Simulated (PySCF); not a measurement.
Species: C5H7FSi.
Atom-mapped SMILES: `[CH3:1][Si@H:2]1[CH:3]=[CH:4][CH:5]=[C:6]1[F:7]`

Structure used (GFN2-xTB), in Å, numbered top down from 1:
```
atom  x, y, z in Å
C1    -2.1809   -0.3472   -0.2301
Si2   -0.5613   -0.1409    0.7345
C3     0.8696   -1.2264    0.1558
C4     1.8506   -0.4638   -0.3448
C5     1.6378    0.9746   -0.3531
C6     0.4620    1.3575    0.1534
F7     0.0987    2.6552    0.2293
H8    -2.6531   -1.2948    0.0092
H9    -2.0102   -0.3182   -1.3024
H10   -2.8800    0.4450    0.0194
H11   -0.7506   -0.1318    2.1879
H12    0.9519   -2.2993    0.2012
H13    2.7781   -0.8560   -0.7380
H14    2.3867    1.6457   -0.7444
```

Probes without a nucleus sit at each ring's centroid and 1 Å off its mean plane on both sides; NICS is minus the shielding there, NICSzz its component along the normal. Level: GIAO PBE0/pcSseg-1 (PySCF, non-relativistic, gas phase) on the GFN2-xTB geometry, one conformer.

Ring bond lengths (Å), with Mayer bond orders in brackets: Si2–C3 1.887 (0.88), C3–C4 1.340 (1.84), C4–C5 1.454 (1.08), C5–C6 1.336 (1.76), C6–Si2 1.905 (0.83).

Question: What do the NICS probes read (ppm)?

Answer: 
```csv
ring,type,NICS(0),"NICS(1), two faces","NICS(1)zz, two faces",rms pucker (Å),"centre to ring atoms, mean (Å)"
Si2–C3–C4–C5–C6,"5-membered ring with Si; formal bonds 2 double, 3 single",0.9,-0.8 / -0.7,4.8 / 4.5,0.00,1.34
```

Question: What do they say, and how far can they be read as aromaticity?

Answer: 
- Si2–C3–C4–C5–C6: mean NICS(1)zz 4.7 ppm, deshielded. Si2 has four or more neighbours, so the value isn't read as a sign of a π ring current.

Question: At the first NICS(1) probe listed for ring Si2–C3–C4–C5–C6, 1 Å off the ring, what do the in-plane components average?

Answer: The isotropic value is a third of the trace: (3 × -0.8 − (4.8))/2 = -3.6 ppm.

Question: List the ring angles and the Hirshfeld charges of the ring atoms.

Answer: 
- Si2–C3–C4–C5–C6: Si2 87.2° (+0.369 e), C3 110.0° (-0.161 e), C4 117.3° (-0.038 e), C5 114.2° (-0.081 e), C6 111.3° (-0.007 e); sum 540.0° against 540° for a flat convex ring.
